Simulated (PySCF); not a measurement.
# Löwdin shares of the frontier orbitals

C₂H₁₂B₂N₂.
Atom-mapped SMILES: `[CH3:1][CH2:2][NH+:3]1[BH2-:4][NH2+:5][BH2-:6]1` (hydrogens: H7, H8, H9 on C1; H10, H11 on C2; H12 on N3; H13, H14 on B4; H15, H16 on N5; H17, H18 on B6)

Structure used (PBE0-D3(BJ)/def2-SVP), in Å, numbered top down from 1:
```
atom  x, y, z in Å
C1     2.405    0.034    0.016
C2     1.132   -0.468    0.666
N3    -0.020   -0.391   -0.233
B4    -1.458   -0.787    0.334
N5    -2.090    0.625   -0.056
B6    -0.638    1.042   -0.570
H7     2.674   -0.573   -0.864
H8     3.248   -0.013    0.721
H9     2.290    1.078   -0.313
H10    0.890    0.132    1.555
H11    1.251   -1.509    1.010
H12    0.191   -0.908   -1.084
H13   -1.964   -1.707   -0.287
H14   -1.426   -0.949    1.542
H15   -2.444    1.170    0.725
H16   -2.808    0.592   -0.773
H17   -0.624    1.291   -1.764
H18   -0.147    1.909    0.132
```

Computed, not measured: PySCF, TDDFT CAM-B3LYP/def2-SVPD, vertical, gas phase, core orbitals frozen in the response.

Kohn–Sham orbitals with the atoms that hold most of them (Löwdin shares over 4%, at most four atoms; ? is withheld):

| orbital | ε (eV) | atoms |
| --- | --- | --- |
| HOMO-3 | -11.08 | C2 23%, C1 13%, N3 10%, H11 10% |
| HOMO-2 | -9.99 | B6 23%, B4 21%, H18 15%, H14 13% |
| HOMO-1 | -9.58 | B4 19%, B6 17%, H14 12%, H13 10% |
| HOMO | -9.24 | ? |
| LUMO | ? | ? |
| LUMO+1 | 1.38 | C1 18%, H12 12%, H7 9%, C2 9% |
| LUMO+2 | 1.76 | B4 27%, B6 22%, H9 6%, H13 5% |

Q: Give the leading atoms of the LUMO.

A: B6 (bonded to 2 N and 2 H) 26%; B4 (bonded to 2 N and 2 H) 25%; H16 (bonded to N) 13%; H15 (bonded to N) 10%. By element: boron 52%, hydrogen 24% or more.

Q: Give the leading atoms of the HOMO.

A: N3 (bonded to 2 B, C and H) 23%; B6 (bonded to 2 N and 2 H) 15%; B4 (bonded to 2 N and 2 H) 15%; N5 (bonded to 2 B and 2 H) 13%. By element: nitrogen 36%, boron 30%.

Q: What is the LUMO energy, and the HOMO–LUMO gap?

A: ε(LUMO) = 0.92 eV; the gap is 10.16 eV (0.3733 hartree).

Q: The HOMO–LUMO gap is 10.16 eV. Where does the response calculation put the lowest singlet, and from which orbitals?

A: S1 is at 7.27 eV (f = 0.0019), 2.88 eV below the gap, made of HOMO→LUMO (93%). 

Q: Give energy, strength and leading configuration of S1, S2, S3, S4 and S5, and follow the Löwdin shares of the leading atoms from the occupied to the empty orbital.

A: 
- S1 (7.27 eV, f 0.0019), HOMO→LUMO (93%): N3 23% → at most 11%, B6 15% → 26%, B4 15% → 25%
- S2 (7.56 eV, f 0.048), HOMO-1→LUMO (91%): B4 19% → 25%, B6 17% → 26%
- S3 (7.61 eV, f 0.0046), HOMO→LUMO+1 (77%): N3 23% → at most 9%, B6 15% → at most 9%, C1 at most 14% → 18%, H12 at most 14% → 12%
- S4 (7.94 eV, f 0.0006), HOMO-2→LUMO (81%): B6 23% → 26%, B4 21% → 25%
- S5 (8.09 eV, f 0.014), HOMO-1→LUMO+1 (74%): B4 19% → at most 9%, B6 17% → at most 9%, C1 at most 11% → 18%, H12 at most 11% → 12%

Löwdin shares depend on the basis, the more so with diffuse functions.

One conformer stands for the species.
